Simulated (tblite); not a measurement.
C7H14B2.
Numbering: `[BH2:1][C@:2]1([CH2:3][CH3:4])[BH:5][CH2:6][CH2:7][C:8]1=[CH2:9]` (hydrogens: H10, H11 on B1; H12, H13 on C3; H14, H15, H16 on C4; H17 on B5; H18, H19 on C6; H20, H21 on C7; H22, H23 on C9)

Computed with GFN2-xTB (tblite), gas phase: L-BFGS steps from a force-field or distance-geometry start until the largest atomic force falls under 0.01 eV/Å.

Step 125: E = -668.0305 eV
```
atom  x, y, z in Å  |  force x, y, z in eV/Å
B1     -0.4713    2.0967   -0.3309   -0.034   0.013   0.010
C2      0.1547    0.6714   -0.0847    0.015  -0.001  -0.005
C3      1.4399    0.7371    0.7625    0.003   0.001   0.019
C4      2.0754   -0.6344    0.9625    0.001  -0.002  -0.018
B5      0.3591    0.1388   -1.5630    0.012  -0.003   0.004
C6     -0.7706   -0.9082   -1.8710   -0.007  -0.009   0.009
C7     -1.6937   -0.9012   -0.6406   -0.029   0.000  -0.008
C8     -0.9290   -0.2333    0.4728   -0.017  -0.001   0.014
C9     -1.1913   -0.4217    1.7559    0.030  -0.011  -0.016
H10    -1.5572    2.2101   -0.7483   -0.015  -0.016   0.004
H11     0.1510    3.0575   -0.0916    0.009  -0.005  -0.022
H12     1.2208    1.1741    1.7382   -0.013   0.004   0.022
H13     2.1522    1.3945    0.2615    0.007  -0.004   0.008
H14     2.3993   -1.0469    0.0091   -0.007  -0.003  -0.016
H15     1.3577   -1.3208    1.4059    0.034  -0.009   0.014
H16     2.9402   -0.5610    1.6201   -0.019  -0.012  -0.012
H17     1.2307    0.4419   -2.2786    0.004   0.005  -0.002
H18    -0.3168   -1.8964   -1.9950   -0.010   0.001   0.022
H19    -1.3268   -0.7313   -2.7935    0.007  -0.002  -0.003
H20    -2.0208   -1.9017   -0.3489    0.011   0.041  -0.019
H21    -2.5925   -0.3133   -0.8487    0.023  -0.012  -0.008
H22    -1.9682   -1.0980    2.0746    0.004   0.008  -0.001
H23    -0.6475    0.0731    2.5416   -0.010   0.015   0.003
```

Step 126: E = -668.0309 eV
```
atom  x, y, z in Å  |  force x, y, z in eV/Å
B1     -0.4705    2.0996   -0.3311   -0.037   0.003   0.018
C2      0.1526    0.6727   -0.0837    0.020   0.006  -0.003
C3      1.4388    0.7366    0.7629    0.005   0.013   0.018
C4      2.0741   -0.6355    0.9616   -0.008   0.009  -0.016
B5      0.3591    0.1405   -1.5621    0.002  -0.016  -0.004
C6     -0.7676   -0.9100   -1.8698   -0.017  -0.016  -0.001
C7     -1.6934   -0.9014   -0.6412   -0.020   0.006  -0.012
C8     -0.9295   -0.2343    0.4730   -0.007   0.012   0.003
C9     -1.1902   -0.4237    1.7560    0.022  -0.012  -0.012
H10    -1.5609    2.2122   -0.7381   -0.007  -0.012   0.003
H11     0.1551    3.0613   -0.1019    0.006  -0.022  -0.025
H12     1.2199    1.1730    1.7390   -0.009   0.001   0.017
H13     2.1504    1.3945    0.2616    0.011  -0.005   0.011
H14     2.3967   -1.0476    0.0073   -0.013  -0.003  -0.002
H15     1.3545   -1.3194    1.4063    0.047  -0.017   0.006
H16     2.9396   -0.5630    1.6190   -0.028  -0.013  -0.020
H17     1.2290    0.4464   -2.2786    0.005   0.006   0.000
H18    -0.3144   -1.8993   -1.9910   -0.005   0.015   0.026
H19    -1.3229   -0.7363   -2.7939    0.014   0.000   0.007
H20    -2.0232   -1.9009   -0.3504    0.007   0.037  -0.017
H21    -2.5895   -0.3104   -0.8516    0.014  -0.014  -0.008
H22    -1.9669   -1.0992    2.0762   -0.001  -0.002  -0.002
H23    -0.6457    0.0713    2.5406   -0.004   0.022   0.014
```

Step 127: E = -668.0314 eV
```
atom  x, y, z in Å  |  force x, y, z in eV/Å
B1     -0.4725    2.0990   -0.3307   -0.036  -0.027   0.021
C2      0.1532    0.6722   -0.0840    0.013   0.010   0.002
C3      1.4391    0.7365    0.7636    0.000   0.021   0.009
C4      2.0766   -0.6351    0.9613   -0.019   0.019  -0.012
B5      0.3613    0.1383   -1.5615   -0.005  -0.024  -0.008
C6     -0.7661   -0.9122   -1.8692   -0.024  -0.006   0.000
C7     -1.6947   -0.8983   -0.6427   -0.007   0.012  -0.011
C8     -0.9294   -0.2348    0.4725    0.006   0.014  -0.013
C9     -1.1884   -0.4261    1.7553    0.005  -0.008  -0.002
H10    -1.5660    2.2079   -0.7299   -0.008  -0.007  -0.003
H11     0.1516    3.0621   -0.1066    0.017  -0.013  -0.022
H12     1.2179    1.1716    1.7401    0.001  -0.002   0.009
H13     2.1494    1.3961    0.2627    0.015  -0.002   0.016
H14     2.3968   -1.0485    0.0064   -0.019   0.002   0.010
H15     1.3575   -1.3168    1.4099    0.050  -0.030   0.000
H16     2.9434   -0.5616    1.6170   -0.028  -0.010  -0.025
H17     1.2303    0.4447   -2.2788    0.008   0.005   0.002
H18    -0.3176   -1.9035   -1.9882    0.007   0.015   0.027
H19    -1.3190   -0.7378   -2.7945    0.012   0.001   0.003
H20    -2.0314   -1.8957   -0.3531    0.004   0.035  -0.013
H21    -2.5856   -0.3006   -0.8552    0.004  -0.017  -0.011
H22    -1.9670   -1.0989    2.0758   -0.002  -0.011  -0.002
H23    -0.6442    0.0687    2.5397    0.006   0.024   0.023
```

Step 128: E = -668.0319 eV
```
atom  x, y, z in Å  |  force x, y, z in eV/Å
B1     -0.4739    2.1011   -0.3304   -0.017  -0.033   0.021
C2      0.1514    0.6736   -0.0831    0.001   0.012   0.003
C3      1.4384    0.7372    0.7636   -0.007   0.023  -0.003
C4      2.0755   -0.6346    0.9612   -0.026   0.022  -0.001
B5      0.3607    0.1400   -1.5610   -0.010  -0.028  -0.012
C6     -0.7635   -0.9150   -1.8672   -0.017   0.001  -0.010
C7     -1.6967   -0.8948   -0.6446    0.014   0.019  -0.005
C8     -0.9296   -0.2364    0.4723    0.016   0.019  -0.020
C9     -1.1843   -0.4337    1.7547   -0.010   0.003   0.013
H10    -1.5729    2.2089   -0.7154    0.001  -0.001   0.000
H11     0.1577    3.0642   -0.1234    0.001  -0.031  -0.024
H12     1.2168    1.1732    1.7401    0.012  -0.008  -0.002
H13     2.1481    1.3959    0.2609    0.016   0.003   0.023
H14     2.3953   -1.0505    0.0071   -0.024   0.011   0.016
H15     1.3559   -1.3140    1.4122    0.043  -0.042  -0.006
H16     2.9416   -0.5618    1.6176   -0.017  -0.004  -0.027
H17     1.2277    0.4505   -2.2791    0.006   0.001   0.004
H18    -0.3134   -1.9068   -1.9770    0.009   0.022   0.024
H19    -1.3133   -0.7473   -2.7959    0.015  -0.003   0.005
H20    -2.0428   -1.8888   -0.3570   -0.001   0.021  -0.006
H21    -2.5802   -0.2886   -0.8604   -0.015  -0.010  -0.015
H22    -1.9633   -1.1058    2.0754   -0.002  -0.018  -0.004
H23    -0.6400    0.0606    2.5394    0.012   0.020   0.023
```

Task: Estimate the geometry and energy of step 129. (The exact step hangs on the optimiser's Hessian estimate; all steps are aligned on step 128, rigid shifts and turns removed.)

Result: E = -668.0325 eV, largest force 0.056 eV/Å
```
atom  x, y, z in Å  |  force x, y, z in eV/Å
B1     -0.4774    2.0999   -0.3296    0.008  -0.039   0.014
C2      0.1515    0.6736   -0.0829   -0.016   0.006   0.002
C3      1.4385    0.7384    0.7640   -0.015   0.016  -0.015
C4      2.0764   -0.6330    0.9621   -0.026   0.015   0.008
B5      0.3608    0.1394   -1.5609   -0.007  -0.018  -0.009
C6     -0.7628   -0.9169   -1.8659   -0.002   0.015  -0.010
C7     -1.6996   -0.8889   -0.6470    0.025   0.026   0.003
C8     -0.9289   -0.2375    0.4715    0.015   0.012  -0.016
C9     -1.1802   -0.4408    1.7535   -0.024   0.016   0.023
H10    -1.5798    2.2056   -0.7037   -0.005   0.003  -0.002
H11     0.1582    3.0629   -0.1365   -0.001  -0.024  -0.018
H12     1.2158    1.1745    1.7403    0.021  -0.008  -0.010
H13     2.1477    1.3960    0.2595    0.018   0.012   0.029
H14     2.3955   -1.0520    0.0092   -0.027   0.019   0.011
H15     1.3594   -1.3121    1.4166    0.022  -0.051  -0.007
H16     2.9425   -0.5599    1.6178    0.002   0.007  -0.022
H17     1.2266    0.4520   -2.2798    0.005  -0.004   0.006
H18    -0.3118   -1.9091   -1.9659    0.010   0.015   0.016
H19    -1.3081   -0.7541   -2.7977    0.008  -0.010  -0.002
H20    -2.0569   -1.8791   -0.3613   -0.004   0.011  -0.001
H21    -2.5752   -0.2726   -0.8651   -0.023  -0.010  -0.017
H22    -1.9602   -1.1126    2.0727    0.003  -0.017  -0.002
H23    -0.6367    0.0533    2.5393    0.015   0.006   0.019
```

The energy changes by -0.0006 eV. The first-order estimate −F·Δx gives -0.0009 eV and the mean of the old and new forces, exact on a quadratic surface, -0.0006 eV. The step makes an angle of 81° with the force vector and moves no atom by more than 0.018 Å.

The cost below is that of the whole relaxation. Hardware: an AMD EPYC 9R45 with one thread, no GPU, shared host. Cost: 0.97 s wall.
